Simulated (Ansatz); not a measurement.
Geometry optimisation of C$_{3}$H$_{10}$AlB, SMILES `CCC[BH][AlH2]`.

```yaml
crystal:
  periodic: [false, false, false]
  atoms:
    - {symbol: C, position_ang: [0.272467, -1.790597, -0.283904]}
    - {symbol: C, position_ang: [1.135633, -0.529038, -0.211392]}
    - {symbol: C, position_ang: [0.500932, 0.659779, -0.945825]}
    - {symbol: B, position_ang: [-0.763948, 1.361366, -0.350765]}
    - {symbol: Al, position_ang: [-1.461139, 1.188915, 1.656640]}
    - {symbol: H, position_ang: [-0.734701, -1.616500, 0.154662]}
    - {symbol: H, position_ang: [0.732009, -2.640735, 0.259274]}
    - {symbol: H, position_ang: [0.116091, -2.108362, -1.336100]}
    - {symbol: H, position_ang: [1.303780, -0.251739, 0.855482]}
    - {symbol: H, position_ang: [2.144470, -0.750807, -0.623164]}
    - {symbol: H, position_ang: [0.403436, 0.457576, -2.037304]}
    - {symbol: H, position_ang: [1.192510, 1.550397, -0.918491]}
    - {symbol: H, position_ang: [-1.340502, 2.145537, -1.099593]}
    - {symbol: H, position_ang: [-0.864162, 2.088819, 2.854861]}
    - {symbol: H, position_ang: [-2.658775, 0.184789, 2.055020]}
basis:
  gaussian: {orbitals: def2-TZVP}
hamiltonian: {xc: pbe0, dispersion: d4}
relax: {f_tol: 0.005, max_steps: 150}
```

```sh
$ ansatz run in.yaml --threads 4 --pin off --events-out ev --progress --plain
```

It prints (some lines left out):

```
Functional definition: PBE0
mean field -10539.30044093 eV, -387.3121474098 hartree, gradient 4.0e-5 eV, S^2 0.000000; 0 other end points of the search recorded, 0 dependent functions left out
relax step   1: F+E_penalty+E_count = -10539.54746584 eV  Δ(F+E_penalty+E_count) = +0.000e0 eV  max|allowed force component| = 5.201e-1 eV/Å  Δτ_max = 0.0000 Å  (28 SCF iters, accepted)
mean field -10539.34286315 eV, -387.3137063977 hartree, gradient 2.7e-5 eV, S^2 0.000000; 0 other end points of the search recorded, 0 dependent functions left out
relax step   2: F+E_penalty+E_count = -10539.59190427 eV  Δ(F+E_penalty+E_count) = -4.444e-2 eV  max|allowed force component| = 1.602e-1 eV/Å  Δτ_max = 0.0391 Å  (30 SCF iters, accepted)
mean field -10539.34612863 eV, -387.3138264019 hartree, gradient 2.6e-5 eV, S^2 0.000000; 0 other end points of the search recorded, 0 dependent functions left out
relax step   3: F+E_penalty+E_count = -10539.59587122 eV  Δ(F+E_penalty+E_count) = -3.967e-3 eV  max|allowed force component| = 4.598e-2 eV/Å  Δτ_max = 0.0197 Å  (31 SCF iters, accepted)
mean field -10539.34613035 eV, -387.3138264649 hartree, gradient 2.6e-5 eV, S^2 0.000000; 0 other end points of the search recorded, 0 dependent functions left out
relax step   4: F+E_penalty+E_count = -10539.59617662 eV  Δ(F+E_penalty+E_count) = -3.054e-4 eV  max|allowed force component| = 3.330e-2 eV/Å  Δτ_max = 0.0121 Å  (31 SCF iters, accepted)
mean field -10539.34609081 eV, -387.3138250119 hartree, gradient 2.6e-5 eV, S^2 0.000000; 0 other end points of the search recorded, 0 dependent functions left out
relax step   5: F+E_penalty+E_count = -10539.59662359 eV  Δ(F+E_penalty+E_count) = -4.470e-4 eV  max|allowed force component| = 2.223e-2 eV/Å  Δτ_max = 0.0260 Å  (30 SCF iters, accepted)
mean field -10539.34591675 eV, -387.3138186154 hartree, gradient 2.6e-5 eV, S^2 0.000000; 0 other end points of the search recorded, 0 dependent functions left out
relax step   6: F+E_penalty+E_count = -10539.59684933 eV  Δ(F+E_penalty+E_count) = -2.257e-4 eV  max|allowed force component| = 2.124e-2 eV/Å  Δτ_max = 0.0277 Å  (30 SCF iters, accepted)
mean field -10539.34542011 eV, -387.3138003640 hartree, gradient 2.6e-5 eV, S^2 0.000000; 0 other end points of the search recorded, 0 dependent functions left out
relax step   7: F+E_penalty+E_count = -10539.59696172 eV  Δ(F+E_penalty+E_count) = -1.124e-4 eV  max|allowed force component| = 2.033e-2 eV/Å  Δτ_max = 0.0331 Å  (30 SCF iters, accepted)
mean field -10539.34571386 eV, -387.3138111594 hartree, gradient 2.6e-5 eV, S^2 0.000000; 0 other end points of the search recorded, 0 dependent functions left out
relax step   8: F+E_penalty+E_count = -10539.59707832 eV  Δ(F+E_penalty+E_count) = -1.166e-4 eV  max|allowed force component| = 6.562e-3 eV/Å  Δτ_max = 0.0078 Å  (31 SCF iters, accepted)
mean field -10539.34582165 eV, -387.3138151206 hartree, gradient 2.6e-5 eV, S^2 0.000000; 0 other end points of the search recorded, 0 dependent functions left out
relax step   9: F+E_penalty+E_count = -10539.59712126 eV  Δ(F+E_penalty+E_count) = -4.294e-5 eV  max|allowed force component| = 3.613e-3 eV/Å  Δτ_max = 0.0050 Å  (31 SCF iters, accepted)
mean field -10539.34588250 eV, -387.3138173568 hartree, gradient 2.6e-5 eV, S^2 0.000000; 0 other end points of the search recorded, 0 dependent functions left out
relax step  10: F+E_penalty+E_count = -10539.59719593 eV  Δ(F+E_penalty+E_count) = -7.467e-5 eV  max|allowed force component| = 7.812e-3 eV/Å  Δτ_max = 0.0135 Å  (30 SCF iters, accepted)
mean field -10539.34592729 eV, -387.3138190025 hartree, gradient 2.6e-5 eV, S^2 0.000000; 0 other end points of the search recorded, 0 dependent functions left out
relax step  11: F+E_penalty+E_count = -10539.59724428 eV  Δ(F+E_penalty+E_count) = -4.835e-5 eV  max|allowed force component| = 1.405e-2 eV/Å  Δτ_max = 0.0175 Å  (30 SCF iters, accepted)
mean field -10539.34587041 eV, -387.3138169125 hartree, gradient 2.6e-5 eV, S^2 0.000000; 0 other end points of the search recorded, 0 dependent functions left out
relax step  12: F+E_penalty+E_count = -10539.59726933 eV  Δ(F+E_penalty+E_count) = -2.505e-5 eV  max|allowed force component| = 9.642e-3 eV/Å  Δτ_max = 0.0153 Å  (30 SCF iters, accepted)
mean field -10539.34587989 eV, -387.3138172607 hartree, gradient 2.6e-5 eV, S^2 0.000000; 0 other end points of the search recorded, 0 dependent functions left out
relax step  13: F+E_penalty+E_count = -10539.59728266 eV  Δ(F+E_penalty+E_count) = -1.333e-5 eV  max|allowed force component| = 5.910e-3 eV/Å  Δτ_max = 0.0062 Å  (32 SCF iters, accepted)
mean field -10539.34590627 eV, -387.3138182301 hartree, gradient 2.6e-5 eV, S^2 0.000000; 0 other end points of the search recorded, 0 dependent functions left out
relax step  14: F+E_penalty+E_count = -10539.59728746 eV  Δ(F+E_penalty+E_count) = -4.799e-6 eV  max|allowed force component| = 4.172e-3 eV/Å  Δτ_max = 0.0060 Å  (31 SCF iters, accepted)
mean field -10539.34590627 eV, -387.3138182301 hartree, gradient 2.6e-5 eV, S^2 0.000000; 1 other end points of the search recorded, 0 dependent functions left out
Total energy: -10539.59732952 eV, -387.3230578642 hartree
Atom 0 at     0.246280    -1.726151    -0.220633 Å, force     0.002115     0.002709    -0.000462 eV/Å
Atom 1 at     1.141647    -0.498692    -0.218091 Å, force    -0.001062    -0.001945     0.000329 eV/Å
Atom 2 at     0.517397     0.671717    -0.967807 Å, force    -0.001566     0.000646    -0.001977 eV/Å
Atom 3 at    -0.734371     1.370196    -0.359889 Å, force     0.001653    -0.002961     0.000646 eV/Å
Atom 4 at    -1.459375     1.101903     1.625435 Å, force    -0.004172     0.003895     0.000810 eV/Å
Atom 5 at    -0.731678    -1.507926     0.223561 Å, force    -0.000708     0.000390    -0.000133 eV/Å
Atom 6 at     0.687085    -2.553199     0.340059 Å, force     0.000314    -0.000380     0.000569 eV/Å
Atom 7 at     0.062991    -2.073593    -1.241391 Å, force     0.000213    -0.000089    -0.000096 eV/Å
Atom 8 at     1.348180    -0.194698     0.816261 Å, force    -0.000158    -0.000154    -0.000020 eV/Å
Atom 9 at     2.112775    -0.759375    -0.652247 Å, force    -0.000007    -0.000095    -0.000269 eV/Å
Atom 10 at     0.359551     0.421396    -2.026081 Å, force     0.000396    -0.000284     0.000946 eV/Å
Atom 11 at     1.228013     1.520732    -1.015576 Å, force    -0.000083    -0.000021     0.000417 eV/Å
Atom 12 at    -1.281809     2.169048    -1.079278 Å, force     0.000266     0.000631     0.000709 eV/Å
Atom 13 at    -0.856776     1.908524     2.864908 Å, force     0.001293    -0.001672    -0.001237 eV/Å
Atom 14 at    -2.661806     0.099518     1.940171 Å, force     0.001505    -0.000670    -0.000231 eV/Å
Dipole moment:     0.202024    -0.045049    -0.233596 e Å
```

Run time 38 s (4 threads of a server CPU on a shared host); peak host memory 0.68 GiB.
